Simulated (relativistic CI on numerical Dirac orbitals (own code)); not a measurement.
**Zr26+: sensitivity of the levels to the model**

Base calculation: Dirac-Coulomb-Breit CI, KLI orbitals optimised for each configuration, QED by a radiative potential, unscaled Slater integrals.

Configuration list (outside the closed core [Ne]): 3s²3p², 3s3p³, 3s²3p3d, 3p⁴, 3s3p²3d, 3p³3d, 3s3p3d², 3s²3d4p, 3p³4s, 3s3p3d4s, 3s²3p4s, 3p³4p, 3s²3p4p, 3s²3p4d, 3s3p²4s, 3p²3d4p, 3s²3p4f, 3s3p²4p, 3s3p²4d, 3s3p²4f, 3s²3p5s, 3s²3p5p, 3s²4s4p, 3s²3p5d, 3s²3p5f, 3s²3p5g, 3s3p4s², 3s3p²5s, 3s²3d², 3s3d³, 3p²3d², 3p3d³, 3p3d²4s, 3p3d²4p, 3p3d²4d, 3s²3d4s, 3s3d²4s, 3s3p3d4p, 3s3d²4p, 3s3d4s4p, 3s3d4p², 3s3d4p4d, 3p²3d4s, 3p3d4s², 3p3d4s4p, 3p3d4s4d, 3s²4s², 3s3d4s², 3s²4p², 3s3p4s4p, 3s4s²4p, 3s4s4p², 3s4s4p4d. Double excitations out of closed p, d and f shells are left out; levels of such configurations are missing from the list, as are those of other unlisted configurations, and high levels can miss mixing partners. These lack a partner that the ground configuration has and come out too high: 3s3p²4d, 3s3p²4f, 3s3p²5s, 3s²3p4f, 3s²3p5s.

The lowest level and the first level of each name with at least 55 % of one term (blank where a level has no safe partner in the second run):

```
       Level  Base (cm⁻¹)  Shift (cm⁻¹)
  3s²3p² ³P0            0             0
  3s²3p² ³P1       122889           +22
  3s²3p² ¹S0       386333           +42
  3s3p³ ⁵S°2       610256          +362
  3s3p³ ³D°1       730477          +330
  3s3p³ ³D°2       758964          +318
  3s3p³ ³D°3       802882          +316
  3s3p³ ³P°0       877168          +349
  3s3p³ ³P°1       892971          +339
3s²3p3d ³F°2       954391           +65
3s²3p3d ³F°3      1011762           -97
3s²3p3d ³F°4      1119843          -106
3s²3p3d ³P°0      1194468           -28
3s²3p3d ³D°3      1197731           -59
3s²3p3d ¹F°3      1292341          -105
3s²3p3d ¹P°1      1337750           -35
 3s3p²3d ⁵F1      1413789          +343
 3s3p²3d ⁵F2      1440399          +397
 3s3p²3d ⁵F3      1468834          +319
 3s3p²3d ⁵F4      1533302          +298
 3s3p²3d ⁵D0      1533970          +437
 3s3p²3d ⁵F5      1585560          +292
```

At this charge energies of transitions that change n are usually good to better than 1 %, and those within a shell (Δn = 0) to a few per cent.

Task: One thing was changed in a second run, which moved the levels as shown. Which?
A. one mean potential for all configurations
B. configuration mixing switched off
C. non-relativistic limit
D. QED terms removed
E. Breit term removed

Result: A. One mean potential for all configurations. One potential for all configurations removes the relaxation of the orbitals, which moves whole configurations and changes the integrals a little.

LS names give the leading component of a level, which can be under half, so a name can repeat, a term be missing and a line seem to break the LS rules.
